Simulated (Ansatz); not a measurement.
Consider the formal exchange of groups at the Si–O bond: `O[SiH](O)O[Si](O)(F)F` + SiH₄ → `O[Si](F)(F)[SiH3]` + `O[SiH](O)O`.

Gas-phase electronic energies from Ansatz, PBE0-D4/def2-TZVP geometries. CBS: MP2 limit from def2 TZ/QZ plus the TZ coupled-cluster correction, frozen cores. This one scheme is used for every species. DFT in def2-TZVPP. B3LYP here is the variant with VWN-RPA as its local correlation; programs differ in this. Each species was taken in one conformer, which may not be the lowest.

```json
{"level": "PBE-D4", "ΔE (kJ/mol)": "121.0"}
{"level": "r2SCAN-D4", "ΔE (kJ/mol)": "146.5"}
{"level": "B3LYP-D4", "ΔE (kJ/mol)": "147.7"}
{"level": "ωB97X-V", "ΔE (kJ/mol)": "143.9"}
{"level": "ωB97M-V", "ΔE (kJ/mol)": "150.9"}
{"level": "B2PLYP", "ΔE (kJ/mol)": "149.0"}
{"level": "PBE", "ΔE (kJ/mol)": "116.9"}
{"level": "SCS-MP2/def2-QZVPP", "ΔE (kJ/mol)": "157.2"}
```

**Question.** What does CCSD(T)/CBS give? (Best estimate.)

**Answer.** The calculation gave: +149.5 kJ/mol. The listed levels differ from it by -28.5, -3.0, -1.8, -5.6, 1.4, -0.5, -32.6, 7.7 kJ/mol.

Largest T1 diagnostic among the species: 0.013.

In def2-TZVPP, CCSD(T) changes the Hartree–Fock value by −19.8 kJ/mol (the triples alone add −2.8 kJ/mol) and MP2 by −16.2 kJ/mol. The D4 term adds +6.3 kJ/mol with B3LYP and +3.7 kJ/mol with PBE0; it sums over pairs of atoms, weighted by their polarisabilities, and B3LYP, whose exchange is more repulsive, gets the larger term.
